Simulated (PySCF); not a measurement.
PySCF input for WOBr4, SMILES [O]=[W]([Br])([Br])([Br])[Br], multiplicity 1, TDA-PBE/def2-SVPD. The structure is a stationary point at PBE0-D3(BJ)/def2-SVP. The multiplicity is an assumed one; other spin states were not compared. The def2 effective core potentials stand for the cores of W; spin–orbit coupling is left out.

```python
import numpy as np
from pyscf import gto, scf, dft, tdscf

mol = gto.M(
    atom='''
    W     0.00000000    0.00000001    0.38206684
    O     0.00000000    0.00000002    2.07820380
    Br   -0.00000001   -0.00000002   -2.17127800
    Br    2.08532482   -1.20396285    0.29615385
    Br   -2.08532483   -1.20396285    0.29615386
    Br    0.00000000    2.40792570    0.29615383
    ''',
    basis='def2-SVPD',
    ecp={'W': 'def2-svp'},
    charge=0,
    spin=0,
    symmetry=True,
    max_memory=1600,
    verbose=4,
)
mf = dft.RKS(mol, xc='pbe').density_fit(auxbasis='def2-universal-jkfit')
mf.grids.level = 3
mf.conv_tol = 1e-9
mf.max_cycle = 100
mf.kernel()
mf.grids = dft.Grids(mol).set(level=1).build(with_non0tab=True)  # coarser grid for the response kernel
td = tdscf.TDA(mf)
td.singlet = True
td.nstates = 6
td.conv_tol = 1e-4
td.positive_eig_threshold = 1e-6
td.kernel(x0=td.get_init_guess(mf, 11))
td.analyze()
tt = tdscf.TDA(mf)
tt.singlet = False
tt.nstates = 2
tt.conv_tol = 1e-4
tt.positive_eig_threshold = 1e-6
tt.kernel(x0=tt.get_init_guess(mf, 7))
tt.analyze(verbose=3)
```

Log of the run:

```
PySCF version 2.14.0

[INPUT] verbose = 4
[INPUT] num. atoms = 6
[INPUT] num. electrons = 162
[INPUT] charge = 0
[INPUT] spin (= nelec alpha-beta = 2S) = 0
[INPUT] symmetry True subgroup None
[INPUT] Mole.unit = angstrom
[INPUT] Symbol           X                Y                Z      unit          X                Y                Z       unit  Magmom
[INPUT]  1 W      0.000000000000   0.000000010000   0.382066840000 AA    0.000000000000   0.000000018897   0.722001688878 Bohr   0.0
[INPUT]  2 O      0.000000000000   0.000000020000   2.078203800000 AA    0.000000000000   0.000000037795   3.927236013030 Bohr   0.0
[INPUT]  3 Br    -0.000000010000  -0.000000020000  -2.171278000000 AA   -0.000000018897  -0.000000037795  -4.103120760293 Bohr   0.0
[INPUT]  4 Br     2.085324820000  -1.203962850000   0.296153850000 AA    3.940692790558  -2.275160050651   0.559649667236 Bohr   0.0
[INPUT]  5 Br    -2.085324830000  -1.203962850000   0.296153860000 AA   -3.940692809455  -2.275160050651   0.559649686133 Bohr   0.0
[INPUT]  6 Br     0.000000000000   2.407925700000   0.296153830000 AA    0.000000000000   4.550320101302   0.559649629441 Bohr   0.0

nuclear repulsion = 1672.95753487275
point group symmetry = C3v, use subgroup Cs
symmetry origin: [-5.95859589e-09  1.70245591e-09  3.91564883e-09]
symmetry axis x: [ 8.66025404e-01  4.99999999e-01 -5.84836237e-10]
symmetry axis y: [ 8.67245859e-10 -3.32441418e-10  1.00000000e+00]
symmetry axis z: [ 4.99999999e-01 -8.66025404e-01 -7.21525642e-10]
num. orbitals of irrep A' = 137
num. orbitals of irrep A" = 85
number of shells = 82
number of NR pGTOs = 425
number of NR cGTOs = 222
basis = def2-SVPD
ecp = {'W': 'def2-svp'}


******** <class 'pyscf.df.df_jk.DFSymAdaptedRKS'> ********
method = DFSymAdaptedRKS
initial guess = minao
damping factor = 0
level_shift factor = 0
DIIS = <class 'pyscf.scf.diis.CDIIS'>
diis_start_cycle = 1
diis_space = 8
diis_damp = 0
SCF conv_tol = 1e-09
SCF conv_tol_grad = None
SCF max_cycles = 100
direct_scf = False
XC library pyscf.dft.libxc version 7.1.2
    S. Lehtola, C. Steigemann, M. J. T. Oliveira, and M. A. L. Marques,  SoftwareX 7, 1–5 (2018)
XC functionals = pbe
    J. P. Perdew, K. Burke, and M. Ernzerhof,  Phys. Rev. Lett. 77, 3865 (1996)
    J. P. Perdew, K. Burke, and M. Ernzerhof,  Phys. Rev. Lett. 78, 1396 (1997)
    J. P. Perdew, K. Burke, and M. Ernzerhof,  Phys. Rev. Lett. 77, 3865 (1996)
    J. P. Perdew, K. Burke, and M. Ernzerhof,  Phys. Rev. Lett. 78, 1396 (1997)
radial grids:
    Treutler-Ahlrichs [JCP 102, 346 (1995); DOI:10.1063/1.469408] (M4) radial grids

becke partition: Becke, JCP 88, 2547 (1988); DOI:10.1063/1.454033
pruning grids: <function nwchem_prune>
grids dens level: 3
symmetrized grids: True
atomic radii adjust function: <function treutler_atomic_radii_adjust>
small_rho_cutoff = 0
Freeze 0 electrons in irreps []
    162 free electrons in irreps A' A"
Set gradient conv threshold to 3.16228e-05
Initial guess from minao.
tot grids = 120088
init E= -10419.9593931821
HOMO (A') = -0.453568168379329  LUMO (A") = -0.353940300490218  gap/eV = 2.71101
cycle= 1 E= -10435.9622563031  delta_E=  -16  |g|= 1.24  |ddm|= 8.49
HOMO (A') = -0.189236351648107  LUMO (A") = -0.189236178286678  gap/eV = 0.00000

WARN: A' HOMO -0.189236351648107 > system LUMO -0.189236178286678


WARN: A" LUMO -0.189236178286678 < system HOMO -0.189236351648107

cycle= 2 E= -10428.8715659425  delta_E= 7.09  |g|= 4.18  |ddm|= 4.38
HOMO (A') = -0.192796903532007  LUMO (A") = -0.111606496847771  gap/eV = 2.20930
cycle= 3 E= -10436.047877715  delta_E= -7.18  |g|= 0.975  |ddm|= 4.14
HOMO (A') = -0.268145160144238  LUMO (A") = -0.228582516163646  gap/eV = 1.07655
cycle= 4 E= -10435.7463170876  delta_E= 0.302  |g|= 1.46  |ddm|= 2.24
HOMO (A') = -0.28996158526974  LUMO (A") = -0.184403650014166  gap/eV = 2.87238
cycle= 5 E= -10436.2643438831  delta_E= -0.518  |g|= 0.366  |ddm|= 1.66
HOMO (A") = -0.245030206361819  LUMO (A') = -0.186037382186633  gap/eV = 1.60528
cycle= 6 E= -10436.2729847741  delta_E= -0.00864  |g|= 0.319  |ddm|=    1
HOMO (A") = -0.260046309895914  LUMO (A') = -0.178365844708582  gap/eV = 2.22264
cycle= 7 E= -10436.303611741  delta_E= -0.0306  |g|= 0.0917  |ddm|= 0.597
HOMO (A') = -0.256859343944192  LUMO (A') = -0.179263795054567  gap/eV = 2.11148
cycle= 8 E= -10436.3058548463  delta_E= -0.00224  |g|= 0.03  |ddm|= 0.149
HOMO (A") = -0.25710067239501  LUMO (A") = -0.178270741826979  gap/eV = 2.14507
cycle= 9 E= -10436.3060843897  delta_E= -0.00023  |g|= 0.0116  |ddm|= 0.033
HOMO (A') = -0.257305320721551  LUMO (A') = -0.178087477282788  gap/eV = 2.15563
cycle= 10 E= -10436.3061029343  delta_E= -1.85e-05  |g|= 0.00571  |ddm|= 0.00993
HOMO (A") = -0.257040158584743  LUMO (A") = -0.178014073965863  gap/eV = 2.15041
cycle= 11 E= -10436.3061086189  delta_E= -5.68e-06  |g|= 0.00292  |ddm|= 0.00955
HOMO (A') = -0.257007127468375  LUMO (A') = -0.177955221500226  gap/eV = 2.15111
cycle= 12 E= -10436.3061112385  delta_E= -2.62e-06  |g|= 0.000964  |ddm|= 0.00564
HOMO (A") = -0.257023992826409  LUMO (A") = -0.177944046497504  gap/eV = 2.15187
cycle= 13 E= -10436.3061115139  delta_E= -2.75e-07  |g|= 0.000165  |ddm|= 0.00149
HOMO (A') = -0.257031658840536  LUMO (A') = -0.177957090475974  gap/eV = 2.15173
cycle= 14 E= -10436.3061115226  delta_E= -8.68e-09  |g|= 2.67e-05  |ddm|= 0.000257
HOMO (A') = -0.257027670514846  LUMO (A') = -0.17795725004268  gap/eV = 2.15162
cycle= 15 E= -10436.3061115226  delta_E= -1.27e-11  |g|= 2.92e-05  |ddm|= 9.57e-05
HOMO (A') = -0.257035231635336  LUMO (A') = -0.177955859372841  gap/eV = 2.15186
Extra cycle  E= -10436.3061115193  delta_E= 3.31e-09  |g|= 0.000108  |ddm|= 0.000201
converged SCF energy = -10436.3061115193
tot grids = 43448
Overwritten attributes  positive_eig_threshold  of <class 'pyscf.tdscf.rks.TDA'>


******** <class 'pyscf.tdscf.rks.TDA'> for <class 'pyscf.df.df_jk.DFSymAdaptedRKS'> ********
nstates = 6 singlet
deg_eia_thresh = 1.000e-03
wfnsym = None
conv_tol = 0.0001
eigh lindep = 1e-12
eigh level_shift = 0
eigh max_cycle = 100


Excitation energies (eV)
[2.17639464 2.24587253 2.24587396 2.48663161 2.70292761 2.70292805]

** Singlet excitation energies and oscillator strengths **
Excited State   1:  ???      2.17639 eV    569.68 nm  f=0.0000
      80 -> 82        0.49969
      81 -> 83       -0.49974
Excited State   2:  ???      2.24587 eV    552.05 nm  f=0.0002
      80 -> 82        0.49887
      81 -> 83        0.49882
Excited State   3:  ???      2.24587 eV    552.05 nm  f=0.0002
      80 -> 83        0.49883
      81 -> 82       -0.49885
Excited State   4:  ???      2.48663 eV    498.60 nm  f=0.0061
      80 -> 83       -0.42784
      80 -> 85       -0.25088
      81 -> 82       -0.42782
      81 -> 84       -0.25089
Excited State   5:  ???      2.70293 eV    458.70 nm  f=0.0005
      79 -> 82       -0.70605
Excited State   6:  ???      2.70293 eV    458.70 nm  f=0.0005
      79 -> 83        0.70605

** Transition electric dipole moments (AU) **
state          X           Y           Z        Dip. S.      Osc.
  1         0.0000      0.0000     -0.0000      0.0000      0.0000
  2         0.0299     -0.0517      0.0000      0.0036      0.0002
  3        -0.0517     -0.0299     -0.0000      0.0036      0.0002
  4        -0.0000     -0.0000     -0.3170      0.1005      0.0061
  5        -0.0743     -0.0429      0.0000      0.0074      0.0005
  6        -0.0429      0.0743     -0.0000      0.0074      0.0005

WARN: ECP detected. Skipping calculation of transition velocity and magnetic dipole moments, which have not yet been implemented.



******** <class 'pyscf.tdscf.rks.TDA'> for <class 'pyscf.df.df_jk.DFSymAdaptedRKS'> ********
nstates = 2 triplet
deg_eia_thresh = 1.000e-03
wfnsym = None
conv_tol = 0.0001
eigh lindep = 1e-12
eigh level_shift = 0
eigh max_cycle = 100


Excitation energies (eV)
[2.01980064 2.06850711]

** Triplet excitation energies and oscillator strengths **
Excited State   1:  ???      2.01980 eV    613.84 nm  f=0.0000
Excited State   2:  ???      2.06851 eV    599.39 nm  f=0.0000
```

The calculation finished and met its thresholds.
